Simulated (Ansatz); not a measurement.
Gas-phase electronic energies from Ansatz, PBE0-D4/def2-TZVP geometries. CCSD(T)/CBS adds triple-zeta CCSD(T) − MP2 to the extrapolated MP2 energy (def2 sets, frozen cores). DFT in def2-TZVPP. B3LYP here is the variant with VWN-RPA as its local correlation; programs differ in this. def2 core potentials past Kr. For In, Se outer-core shells are correlated without core-valence functions, which leaves a few kJ/mol of doubt a bond. Scalar relativity is left out up to krypton. Each species was taken in one conformer, which may not be the lowest.

Reaction (ligand exchange at the Se–In bond): `C[Se][In]([F])[F]` + `[SiH3][SeH]` → `C[Se][Se][SiH3]` + `[F][InH][F]`

`C[Se][In]([F])[F]`:

```xyz
8

C     0.172   -1.492   -0.316
Se    1.444   -0.007   -0.512
In   -0.024    1.780    0.313
F    -1.839    1.376    0.877
F     0.349    3.667    0.510
H    -0.704   -1.332   -0.938
H     0.714   -2.371   -0.660
H    -0.112   -1.620    0.725
```

`[SiH3][SeH]`:

```xyz
6

Si    0.425   -0.357    0.152
Se   -0.574    1.333   -1.005
H     0.474   -0.065    1.607
H     1.802   -0.430   -0.395
H    -0.275   -1.648   -0.060
H    -1.851    1.167   -0.298
```

`C[Se][Se][SiH3]`:

Cartesian coordinates in Å:
```
C -0.864 -1.278 -1.321
Se -1.747 -0.232 0.062
Se -0.196 -0.498 1.788
Si 1.035 1.313 1.151
H 0.109 -0.849 -1.550
H -0.767 -2.313 -1.000
H -1.509 -1.220 -2.200
H 2.213 1.382 2.058
H 1.495 1.141 -0.250
H 0.232 2.554 1.264
```

`[F][InH][F]`:

Z-matrix (Å, degrees):
```
In
F 1 1.935
F 1 1.935 2 106.8
H 1 1.681 2 126.6 3 180.0
```

```
        level  ΔE (kJ/mol)  difference from CCSD(T)/CBS
  LDA (SPW92)         69.4                        -12.7
      BLYP-D4         69.0                        -13.1
    r2SCAN-D4         77.8                         -4.3
       B97M-V         71.4                        -10.7
     B3LYP-D4         73.4                         -8.7
 CAM-B3LYP-D4         76.5                         -5.6
       revPBE         76.8                         -5.3
  HF/def2-SVP         98.5                         16.4
CCSD/def2-SVP         94.4                         12.3
HF/def2-TZVPP         91.7                          9.6
  CCSD(T)/CBS         82.1                            0
```

Largest T1 diagnostic among the species: 0.017.

At CCSD(T), def2-SVP lies +10.3 kJ/mol from the extrapolated value and def2-TZVPP −1.1 kJ/mol. The D4 term adds −7.6 kJ/mol with B3LYP and −4.0 kJ/mol with PBE0; it sums over pairs of atoms, weighted by their polarisabilities, and B3LYP, whose exchange is more repulsive, gets the larger term. From PBE to PBE0 (25 % exact exchange), in def2-TZVPP and without D4, ΔE moves by +4.1 kJ/mol.
